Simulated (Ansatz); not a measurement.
C$_{3}$H$_{5}$AlO$_{2}$, SMILES `C#CO[CH2][AlH][OH]`: the same geometry under several functionals.

```yaml
crystal:
  periodic: [false, false, false]
  atoms:
    - {symbol: C, position_ang: [-0.563520, 1.297585, 1.251226]}
    - {symbol: C, position_ang: [-1.148889, 0.276828, 0.949953]}
    - {symbol: O, position_ang: [-1.595370, -0.814132, 0.475286]}
    - {symbol: C, position_ang: [-0.683671, -1.124021, -0.691374]}
    - {symbol: Al, position_ang: [0.680151, 0.389511, -0.601632]}
    - {symbol: O, position_ang: [2.227071, 0.048173, 0.027937]}
    - {symbol: H, position_ang: [-0.214423, 2.220121, 1.652659]}
    - {symbol: H, position_ang: [-1.339407, -1.150178, -1.563129]}
    - {symbol: H, position_ang: [-0.322603, -2.135561, -0.498652]}
    - {symbol: H, position_ang: [0.608214, 1.589033, -1.626844]}
    - {symbol: H, position_ang: [2.417748, -0.654459, 0.645269]}
basis:
  gaussian: {orbitals: def2-TZVPP}
hamiltonian: {xc: r2scan, dispersion: d4}
output: {forces: true, orbitals: {seedname: orbitals}}
```

```sh
$ ansatz run in.yaml --threads 4 --pin off --events-out ev --progress --plain
```

Output, abridged:

```
Functional definition: r2SCAN
1406 factors; their error is unknown
mean field evaluation 1: about -13867.7499 eV, gradient 8.3e1 eV
mean field evaluation 2: about -13837.2927 eV, gradient 1.4e2 eV
mean field evaluation 4: about -13880.4922 eV, gradient 1.1e1 eV
mean field evaluation 8: about -13880.7630 eV, gradient 2.6e-1 eV
mean field evaluation 16: about -13880.7462 eV, gradient 8.4e-3 eV
mean field -13880.74624949 eV, -510.1080159612 hartree, gradient 2.4e-5 eV, S^2 0.000000; 0 other end points of the search recorded, 0 dependent functions left out
reference -13880.74626310 eV, -510.1080164612 hartree; 26, 26 occupied and 241, 241 virtual orbitals, 1406 factors
Total energy: -13880.80665125 eV, -510.1102356847 hartree
Atom 0 at    -0.563520     1.297585     1.251226 Å, force     0.262359     0.328619     0.044978 eV/Å
Atom 1 at    -1.148889     0.276828     0.949953 Å, force    -0.179006    -0.124701     0.047043 eV/Å
Atom 2 at    -1.595370    -0.814132     0.475286 Å, force    -0.288334    -0.091191     0.212833 eV/Å
Atom 3 at    -0.683671    -1.124021    -0.691374 Å, force     0.282825    -0.075088    -0.356269 eV/Å
Atom 4 at     0.680151     0.389511    -0.601632 Å, force    -0.041380     0.079212     0.013903 eV/Å
Atom 5 at     2.227071     0.048173     0.027937 Å, force     0.017095     0.009522    -0.014711 eV/Å
Atom 6 at    -0.214423     2.220121     1.652659 Å, force    -0.040000    -0.050357    -0.008169 eV/Å
Atom 7 at    -1.339407    -1.150178    -1.563129 Å, force    -0.018879    -0.023249     0.025632 eV/Å
Atom 8 at    -0.322603    -2.135561    -0.498652 Å, force    -0.031900    -0.001160     0.006064 eV/Å
Atom 9 at     0.608214     1.589033    -1.626844 Å, force     0.014316    -0.029675     0.007933 eV/Å
Atom 10 at     2.417748    -0.654459     0.645269 Å, force     0.022905    -0.021933     0.020766 eV/Å
Dipole moment:    -0.233456    -0.256793     0.226843 e Å
```

It took 4.4 s on 4 threads of a server CPU on a shared host, with 0.39 GiB of host memory at the peak.

Changing it to `hamiltonian: {xc: {name: BHLYP}, dispersion: d4}` and no forces (abridged; 2.7 s):

```
Functional definition: BHLYP
mean field evaluation 16: about -13881.3374 eV, gradient 4.2e-5 eV
mean field -13881.33742893 eV, -510.1297414048 hartree, gradient 4.2e-5 eV, S^2 0.000000
Total energy: -13881.63862033 eV, -510.1408099844 hartree
```

The same input with `hamiltonian: {xc: {name: B3LYP}, dispersion: d4}` (abridged; 4.2 s):

```
Functional definition: B3LYP
mean field evaluation 16: about -13886.0909 eV, gradient 4.8e-4 eV
mean field -13886.09086688 eV, -510.3044270275 hartree, gradient 3.5e-5 eV, S^2 0.000000
Total energy: -13886.48176108 eV, -510.3187921242 hartree
Atom 0 force    -0.041941     0.018132     0.056377 eV/Å
Atom 1 force    -0.030652     0.358614     0.321434 eV/Å
Atom 2 force    -0.199339    -0.079535     0.135759 eV/Å
Atom 3 force     0.172956    -0.234502    -0.377982 eV/Å
Atom 4 force     0.030009     0.115478    -0.238570 eV/Å
Atom 5 force     0.025629    -0.013939     0.019471 eV/Å
Atom 6 force    -0.039622    -0.095155    -0.039249 eV/Å
Atom 7 force     0.047679    -0.015698     0.053943 eV/Å
Atom 8 force    -0.028775     0.062535    -0.028459 eV/Å
Atom 9 force     0.010559    -0.091106     0.068508 eV/Å
Atom 10 force     0.053498    -0.024823     0.028766 eV/Å
Dipole moment:    -0.224279    -0.235910     0.218206 e Å
```

With the line `hamiltonian: {xc: {name: r2SCANh}, dispersion: d4}` and no forces (abridged; 4.7 s):

```
Functional definition: r2SCANh
mean field evaluation 16: about -13880.2454 eV, gradient 8.9e-4 eV
mean field -13880.24541112 eV, -510.0896104905 hartree, gradient 6.6e-5 eV, S^2 0.000000
Total energy: -13880.30960070 eV, -510.0919694140 hartree
```

Changing it to `hamiltonian: {xc: {name: wB97X-V}}` and no forces (abridged; 7.5 s):

```
Functional definition: wB97X-V
mean field evaluation 16: about -13881.9194 eV, gradient 1.4e-4 eV
mean field -13881.91937950 eV, -510.1511276935 hartree, gradient 4.4e-5 eV, S^2 0.000000
Total energy: -13881.91937727 eV, -510.1511276116 hartree
```

With the line `hamiltonian: {xc: lda}` and no forces (abridged; 1.2 s):

```
Functional definition: SPW92
mean field evaluation 16: about -13798.0826 eV, gradient 1.9e-3 eV
mean field -13798.08261214 eV, -507.0701833197 hartree, gradient 1.2e-5 eV, S^2 0.000000
Total energy: -13798.08265599 eV, -507.0701849314 hartree
```

B3LYP takes the VWN-RPA correlation (the form of Gaussian; ORCA's B3LYP/G).
